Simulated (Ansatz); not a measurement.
Born–Oppenheimer molecular dynamics of CH6BNTe (10 atoms, charge 0, multiplicity 1). It starts from a relaxed structure.

These are results of RKS PBE/def2-SVP in Ansatz, not measurements.

```
ensemble                      : NVE (velocity Verlet)
time step                     : 0.25 fs
steps asked                   : 150
starting velocities drawn for : 500 K
seed                          : 868133
```

Frames 2.5 fs apart, positions in Å, forces in eV/Å.

Velocities at 7.5 fs (Å/ps):

```
C 1.60 -1.19 -1.42
B -1.11 -4.19 -1.11
N 0.80 -0.01 6.51
Te -0.52 0.54 -0.22
H 19.32 8.56 -2.74
H 21.65 3.02 -16.85
H 4.72 -4.50 -6.34
H -4.59 0.68 -14.60
H -3.88 8.43 -11.11
H 10.29 -24.83 17.84
```

```xyz
10
Properties=species:S:1:pos:R:3:forces:R:3 time_fs=7.5 energy_less_start_eV=0.322 T=189
C -1.217 0.687 -0.234 -0.24 0.47 0.00
B 0.122 -0.078 -0.100 0.17 0.61 -0.79
N 0.544 -0.671 1.066 0.78 -2.10 3.12
Te 1.442 0.041 -1.888 -0.01 -0.24 0.30
H -1.819 0.335 -1.063 -0.12 0.09 -1.26
H -1.935 0.507 0.542 -0.54 -0.27 1.56
H -1.099 1.788 -0.253 0.07 0.02 -0.37
H 1.423 -1.246 1.172 -0.93 0.85 -0.39
H -0.009 -0.804 1.989 0.68 0.57 -2.02
H 2.598 -0.888 -1.091 0.14 0.01 -0.14
10
Properties=species:S:1:pos:R:3:forces:R:3 time_fs=10.0 energy_less_start_eV=0.182 T=325
C -1.213 0.685 -0.238 -0.15 0.30 -0.36
B 0.120 -0.087 -0.104 0.50 0.41 -0.16
N 0.548 -0.675 1.087 0.46 -0.29 -0.67
Te 1.440 0.042 -1.888 0.60 -0.79 0.74
H -1.778 0.357 -1.110 -0.18 0.04 -0.84
H -1.907 0.504 0.555 -0.76 -0.26 1.39
H -1.085 1.780 -0.279 0.12 0.20 -0.23
H 1.394 -1.226 1.128 0.47 -0.18 0.10
H -0.006 -0.770 1.918 -0.63 0.06 0.60
H 2.621 -0.944 -1.055 -0.43 0.50 -0.57
10
Properties=species:S:1:pos:R:3:forces:R:3 time_fs=12.5 energy_less_start_eV=0.252 T=257
C -1.210 0.685 -0.244 -1.80 -0.26 0.09
B 0.120 -0.094 -0.110 0.71 0.23 0.42
N 0.553 -0.680 1.105 0.15 0.87 -2.94
Te 1.439 0.043 -1.888 0.76 -0.94 0.80
H -1.746 0.383 -1.201 0.21 0.23 0.72
H -1.917 0.488 0.639 0.54 0.23 -0.86
H -1.063 1.781 -0.318 0.07 0.05 0.04
H 1.389 -1.215 1.090 1.08 -0.76 0.51
H -0.039 -0.731 1.879 -1.18 -0.27 1.87
H 2.621 -0.972 -1.052 -0.55 0.63 -0.66
10
Properties=species:S:1:pos:R:3:forces:R:3 time_fs=15.0 energy_less_start_eV=0.318 T=193
C -1.215 0.684 -0.249 -1.43 -0.07 0.13
B 0.125 -0.099 -0.113 0.57 0.24 0.66
N 0.559 -0.682 1.113 -0.73 0.02 -0.57
Te 1.439 0.043 -1.888 0.50 -0.69 0.52
H -1.704 0.420 -1.254 0.02 0.05 1.19
H -1.901 0.485 0.682 0.64 0.39 -1.57
H -1.038 1.785 -0.355 0.00 -0.24 0.30
H 1.434 -1.240 1.082 -0.73 0.26 0.77
H -0.124 -0.706 1.927 1.39 -0.30 -1.01
H 2.590 -0.964 -1.087 -0.23 0.37 -0.43
10
Properties=species:S:1:pos:R:3:forces:R:3 time_fs=17.5 energy_less_start_eV=0.290 T=220
C -1.227 0.682 -0.254 0.74 0.39 -0.19
B 0.132 -0.103 -0.113 0.29 0.35 0.62
N 0.562 -0.684 1.117 -0.64 -0.19 -0.28
Te 1.438 0.044 -1.887 -0.18 -0.07 0.00
H -1.663 0.459 -1.244 -0.65 -0.38 0.20
H -1.852 0.502 0.640 -0.52 0.12 -0.29
H -1.012 1.776 -0.374 -0.01 -0.19 0.43
H 1.444 -1.254 1.117 -1.12 0.55 0.66
H -0.138 -0.700 1.930 1.61 -0.32 -1.22
H 2.547 -0.936 -1.146 0.48 -0.26 0.06
10
Properties=species:S:1:pos:R:3:forces:R:3 time_fs=20.0 energy_less_start_eV=0.304 T=207
C -1.235 0.682 -0.260 2.62 0.44 -0.74
B 0.142 -0.105 -0.109 0.02 0.42 0.40
N 0.563 -0.686 1.120 0.16 0.59 -2.43
Te 1.438 0.044 -1.887 -0.73 0.42 -0.35
H -1.660 0.476 -1.223 -1.02 -0.60 -0.82
H -1.837 0.525 0.585 -1.70 -0.22 1.43
H -0.986 1.757 -0.368 0.02 0.21 0.36
H 1.397 -1.242 1.192 0.52 -0.32 0.31
H -0.071 -0.712 1.876 -0.89 -0.21 1.42
H 2.533 -0.922 -1.202 1.01 -0.73 0.41
10
Properties=species:S:1:pos:R:3:forces:R:3 time_fs=22.5 energy_less_start_eV=0.137 T=368
C -1.232 0.684 -0.269 0.76 -0.37 0.13
B 0.151 -0.105 -0.103 -0.23 0.37 0.06
N 0.564 -0.686 1.113 0.02 0.31 -1.38
Te 1.437 0.044 -1.887 -0.34 0.12 -0.14
H -1.712 0.460 -1.239 -0.28 -0.19 0.11
H -1.907 0.540 0.596 -0.23 0.03 -0.12
H -0.960 1.750 -0.341 -0.07 0.40 0.15
H 1.376 -1.244 1.284 0.96 -0.35 -0.16
H -0.045 -0.736 1.891 -1.17 0.06 1.18
H 2.574 -0.948 -1.238 0.58 -0.38 0.19
10
Properties=species:S:1:pos:R:3:forces:R:3 time_fs=25.0 energy_less_start_eV=0.281 T=230
C -1.224 0.685 -0.277 -1.14 -0.44 0.60
B 0.159 -0.102 -0.097 -0.46 0.34 -0.34
N 0.565 -0.686 1.101 -0.31 -1.31 2.72
Te 1.436 0.044 -1.886 0.45 -0.49 0.20
H -1.780 0.433 -1.250 0.62 0.29 0.95
H -1.993 0.554 0.603 1.18 0.14 -1.23
H -0.939 1.764 -0.306 -0.30 -0.03 -0.09
H 1.401 -1.261 1.365 -0.54 0.79 -0.90
H -0.078 -0.756 1.963 0.75 0.39 -1.72
H 2.648 -0.995 -1.263 -0.25 0.30 -0.18
10
Properties=species:S:1:pos:R:3:forces:R:3 time_fs=27.5 energy_less_start_eV=0.302 T=209
C -1.222 0.684 -0.283 -0.91 0.08 0.70
B 0.165 -0.098 -0.092 -0.48 0.25 -0.46
N 0.565 -0.690 1.099 -0.29 -1.17 2.68
Te 1.435 0.044 -1.886 0.87 -0.80 0.33
H -1.815 0.422 -1.212 0.72 0.35 0.34
H -2.017 0.576 0.545 1.05 -0.03 -0.52
H -0.934 1.776 -0.275 -0.40 -0.40 -0.31
H 1.403 -1.237 1.396 -0.36 0.67 -0.99
H -0.078 -0.754 1.949 0.52 0.38 -1.46
H 2.709 -1.026 -1.297 -0.73 0.67 -0.32
10
Properties=species:S:1:pos:R:3:forces:R:3 time_fs=30.0 energy_less_start_eV=0.316 T=196
C -1.223 0.683 -0.285 1.23 0.42 0.32
B 0.168 -0.092 -0.090 -0.32 0.05 -0.25
N 0.563 -0.699 1.108 0.04 0.43 -1.32
Te 1.435 0.044 -1.885 0.80 -0.69 0.22
H -1.811 0.430 -1.159 0.07 0.02 -1.20
H -1.985 0.595 0.464 -0.55 -0.36 1.52
H -0.953 1.767 -0.263 -0.23 -0.09 -0.42
H 1.392 -1.179 1.372 1.33 -0.47 -0.26
H -0.057 -0.732 1.864 -1.64 0.08 1.61
H 2.729 -1.019 -1.350 -0.72 0.61 -0.21
10
Properties=species:S:1:pos:R:3:forces:R:3 time_fs=32.5 energy_less_start_eV=0.196 T=311
C -1.220 0.683 -0.286 1.00 -0.06 0.15
B 0.169 -0.086 -0.090 -0.14 -0.11 -0.04
N 0.562 -0.706 1.112 -0.32 0.50 -1.03
Te 1.435 0.043 -1.885 0.24 -0.17 -0.10
H -1.800 0.440 -1.168 0.04 -0.07 -1.12
H -1.978 0.594 0.464 -0.64 -0.42 1.53
H -0.984 1.755 -0.275 0.04 0.52 -0.36
H 1.445 -1.141 1.329 0.40 -0.19 0.02
H -0.115 -0.703 1.852 -0.43 -0.15 0.87
H 2.709 -0.977 -1.414 -0.19 0.14 0.08
10
Properties=species:S:1:pos:R:3:forces:R:3 time_fs=35.0 energy_less_start_eV=0.275 T=235
C -1.212 0.684 -0.286 -1.34 -0.29 0.39
B 0.169 -0.081 -0.089 0.03 -0.19 0.13
N 0.559 -0.712 1.113 -0.76 0.13 0.76
Te 1.435 0.043 -1.884 -0.61 0.58 -0.49
H -1.782 0.447 -1.236 0.58 0.09 0.48
H -2.001 0.570 0.543 0.92 -0.12 -0.56
H -1.014 1.770 -0.307 0.09 0.29 -0.13
H 1.518 -1.113 1.286 -1.47 0.43 0.11
H -0.194 -0.684 1.888 1.91 -0.35 -1.12
H 2.679 -0.928 -1.473 0.65 -0.55 0.43
```

Of the whole run (38 fs, mean temperature of the second half 245 K): The conserved energy stayed within 0.14 meV per atom of its start (net change 0.077 meV per atom), so the integration is sound. A run of 0.037 ps of so small a system gives no equilibrium averages.

Time of the run: 7.1 min on 2 threads of Arm Neoverse N1, with other jobs on the host, peak memory 0.13 GiB.
